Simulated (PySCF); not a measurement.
PySCF input (B3PW91/6-31G* (5d)):

```python
from pyscf import gto, dft

mol = gto.M(
    atom='''
    F    -1.12166388   -0.97894471    0.01107268
    C    -0.37832909    0.02860251    0.00230053
    F    -0.96179234    1.13645859    0.00159634
    Cl    1.23653415   -0.09348471   -0.00751908
    ''',
    basis='6-31g*',
    charge=1,
    spin=0,
    verbose=4,
)

mf = dft.RKS(mol, xc='b3pw91')
mf.grids.level = 3
mf.conv_tol = 1e-9
mf.max_cycle = 100
mf.max_memory = 1500
mf.kernel()
if not mf.converged:
    mf = mf.newton()
    mf.kernel(mf.make_rdm1())
mf.dip_moment()
```

Task: What final total energy does it give?

Result: -697.45099 Eh.
